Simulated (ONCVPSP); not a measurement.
# Building the ONCV potential for Eu (LDA (Perdew-Zunger), fully relativistic).

* Element: Eu
* Generator: ONCVPSP 4.0.1
* Type: optimised norm-conserving Vanderbilt (ONCV)
* Functional: LDA (Perdew-Zunger)
* Relativity: fully relativistic
* Frozen core: [Xe] 4f6
* Valence charge: 3
* Reference configuration: 5d1 6s2
* Partial waves: 6s: rc 3.50 bohr, ncon 4, nbas 7, qcut 1.5 1/bohr, 2 projectors, debl 1 Ha; p scattering state at 0.1 Ha: rc 3.80 bohr, ncon 4, nbas 7, qcut 1.9 1/bohr, 2 projectors, debl 1.5 Ha; 5d: rc 3.05 bohr, ncon 4, nbas 8, qcut 4.1 1/bohr, 2 projectors, debl 1.7 Ha
* Local potential: polynomial inside 2.95 bohr (lpopt 5, dvloc0 0 Ha)
* Core correction: Teter function, fcfact 4.5, rcfact 1.8

Open shells are filled in proportion to 2j + 1.

In the p channel the program set the typed energies aside and used 0.050, 1.550 Ha (j = l + 1/2; the other j can differ).

All-electron outer shells of the reference configuration (LDA (Perdew-Zunger), scalar-relativistic, ld1.x):

```
shell  level (eV)  outermost node (bohr)  outermost maximum (bohr)
   4f       -8.57                      –                      0.58
   6s       -4.21                   1.63                      3.38
   5d       -2.79                   0.81                      2.00
```

Task: Does the generator finish with these settings?

Result: Yes, a potential is produced and its reference levels are reproduced.

Task: Estimate the cutoffs (Ha) at which the residual kinetic energy of the hardest occupied pseudo-wave falls to 1 and 0.1 mHa per electron.

Result: 6.5 Ha and 8.8 Ha.

Task: Does the potential have ghost states?

Result: No bound ghost flagged; GHOST(+) flagged for s at 26.3 eV, p3/2 at 50.2 eV, p1/2 at 52.9 eV.

Task: Tests: 5d1 6s1; 5d1 6s0; 5d1 6s1.5; 5d1 6s0 6p1. Which has the largest error in its energy relative to the reference configuration, and how large is it?

Result: 5d1 6s0, with -580 meV (all-electron minus pseudo) on +18.97 eV.
